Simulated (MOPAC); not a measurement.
Input for MOPAC: PM6 on CH-, 2S+1 = 3, a spin state set in the input, which need not be the lowest, a point of a bond scan (R = 1.178 Å). Charge -1.

```
PM6 1SCF PRECISE CHARGE=-1 UHF MS=1 THREADS=1
CH

H      0.00000000 1     0.00000000 1     0.00000000 1
C      0.00000000 1     0.00000000 1     1.17764500 1
```

The log:

```
*******************************************************************************
 **                                                                           **
 **                              MOPAC v23.2.5                                **
 **                                                                           **
 *******************************************************************************
 ** MOPAC's Digital Object Identifier: https://doi.org/10.5281/zenodo.6511958 **
 **                                                                           **
 ** Please cite the open-source release paper for use of this MOPAC version:  **
 ** J. E. Moussa and J. J. P. Stewart (2026)                                  **
 ** MOPAC: An open-source semiempirical molecular orbital program             **
 ** J. Open Source Softw., 11(119), 8025, https://doi.org/10.21105/joss.08025 **
 *******************************************************************************

                              PM6 CALCULATION RESULTS

 *******************************************************************************
 *  PM6        - The PM6 Hamiltonian to be used
 *  UHF        - UNRESTRICTED HARTREE-FOCK CALCULATION
 *
 *
 *
 *                 CHARGE ON SYSTEM = -1
 *
 *
 *
 *  MS=        - IN MECI, MAGNETIC COMPONENT OF SPIN =  1.0
 *  PRECISE    - TIGHTER CRITERIA TO BE USED
 *  1SCF       - DO 1 SCF AND THEN STOP
 *  THREADS=1  - MULTI-THREADING NOT USED
 *  T=         - A TIME OF 172800.0 SECONDS REQUESTED
 *  DUMP=N     - RESTART FILE WRITTEN EVERY 7200.0 SECONDS REQUESTED
 *******************************************************************************
PM6 1SCF PRECISE CHARGE=-1 UHF MS=1 THREADS=1
 CH

   ATOM   CHEMICAL          X               Y               Z
  NUMBER   SYMBOL      (ANGSTROMS)     (ANGSTROMS)     (ANGSTROMS)

     1       H          0.00000000  *   0.00000000  *   0.00000000  *
     2       C          0.00000000  *   0.00000000  *   1.17764500  *



          CARTESIAN COORDINATES

    NO.       ATOM           X           Y           Z

     1         H          0.0000      0.0000      0.0000
     2         C          0.0000      0.0000      1.1776

 General Reference for PM6:
 "Optimization of Parameters for Semiempirical Methods V: Modification of NDDO Approximations
 and Application to 70 Elements", J. J. P. Stewart, J. Mol. Mod., 13, 1173-1213 (2007)
 URL: https://link.springer.com/article/10.1007/s00894-007-0233-4

           Empirical Formula: C H  =     2 atoms



      MOLECULAR POINT GROUP   :   C*v


          UHF CALCULATION, NO. OF ALPHA ELECTRONS =    4
                           NO. OF BETA  ELECTRONS =    2

 -------------------------------------------------------------------------------
 PM6 1SCF PRECISE CHARGE=-1 UHF MS=1 THREADS=1
 CH



     1SCF WAS SPECIFIED, SO BFGS WAS NOT USED
     SCF FIELD WAS ACHIEVED


                              PM6 CALCULATION
                                                       MOPAC v23.2.5 Linux




          FINAL HEAT OF FORMATION =        142.02328 KCAL/MOL =     594.22541 KJ/MOL


          COSMO AREA              =         51.81 SQUARE ANGSTROMS
          COSMO VOLUME            =         34.89 CUBIC ANGSTROMS

          IONIZATION POTENTIAL    =          0.176819 EV
          ALPHA SOMO LUMO (EV)    =         -0.177 14.380
          BETA  SOMO LUMO (EV)    =         -0.590 11.306
          NO. OF ALPHA ELECTRONS  =          4
          NO. OF BETA  ELECTRONS  =          2
          MOLECULAR WEIGHT        =         13.0189         POINT GROUP:  C*v

          MOLECULAR DIMENSIONS (Angstroms)

            Atom       Atom       Distance
            C     2    H     1     1.17765
            C     2    H     1     0.00000
            H     1    C     2     0.00000


          SCF CALCULATIONS        =          1





   ATOM   CHEMICAL          X               Y               Z
  NUMBER   SYMBOL      (ANGSTROMS)     (ANGSTROMS)     (ANGSTROMS)

     1       H          0.00000000  *   0.00000000  *   0.00000000  *
     2       C          0.00000000  *   0.00000000  *   1.17764500  *

                             CARTESIAN COORDINATES

   1    H        0.000000000     0.000000000     0.000000000
   2    C        0.000000000     0.000000000     1.177645000


           Empirical Formula: C H  =     2 atoms



      MOLECULAR POINT GROUP   :   C*v


          ALPHA EIGENVALUES
  -9.04858  -1.69978  -0.17682  -0.17682  14.37980


           BETA EIGENVALUES
  -8.27929  -0.59004  11.30617  11.30617  14.97086


              NET ATOMIC CHARGES AND DIPOLE CONTRIBUTIONS

  ATOM NO.   TYPE          CHARGE      No. of ELECS.   s-Pop       p-Pop
    1          H          -0.091203        1.0912     1.09120
    2          C          -0.908797        4.9088     1.74886     3.15994
 DIPOLE           X         Y         Z       TOTAL
 POINT-CHG.     0.000     0.000     0.078     0.078
 HYBRID        -0.000    -0.000    -1.758     1.758
 SUM           -0.000    -0.000    -1.680     1.680


          ATOMIC ORBITAL ELECTRON POPULATIONS

     Atom    s        px        py        pz
    1  H   1.09120
    2  C   1.74886   1.00000   1.00000   1.15994


                    (SZ)    =    1.000000
                    (S**2)  =    2.008960


          ATOMIC ORBITAL SPIN POPULATIONS

    Atom   Total    s     px     py     pz
         Atomic
    1  H -0.0903 -0.090
    2  C  2.0903  0.004  1.000  1.000  0.086

 **********************
 *                    *
 * JOB ENDED NORMALLY *
 *                    *
 **********************




 == MOPAC DONE ==
```

The run finished.

Cost: very roughly 0.010 core-seconds.
